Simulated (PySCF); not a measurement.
CH₂Cl, SMILES Cl[CH2] (connectivity only; charge and spin as stated), charge +1, multiplicity 1. Atoms are numbered in the order given.

```xyz
4

C      0.0000     0.0000    -1.0446
Cl     0.0000     0.0000     0.5545
H      0.0000     0.9601    -1.5792
H      0.0000    -0.9601    -1.5792
```
Charge +1, spin multiplicity 1.

Coordinates come from a PBE-D3(BJ)/def2-TZVP optimisation. The multiplicity is an assumed one; other spin states were not compared. The isomer is the one that the SMILES or the coordinates give; other isomers of the formula were not compared.

All values below come from HF/def2-TZVPD (PySCF).

Symmetry labels are those of the subgroup C2v that the program uses (full group C2v).

Computed valence orbital energies around the gap with their symmetry:
```
orbital  symmetry  energy (eV)
-------  --------  -----------
HOMO−7         B1      -227.49
HOMO−6         B2      -227.46
HOMO−5         A1       -40.70
HOMO−4         A1       -31.96
HOMO−3         B2       -26.31
HOMO−2         A1       -24.89
HOMO−1         B1       -21.61
HOMO           B2       -20.14
LUMO           B1        -6.83
LUMO+1         A1        -2.93
LUMO+2         A1        -2.12
LUMO+3         B2        -1.92
```
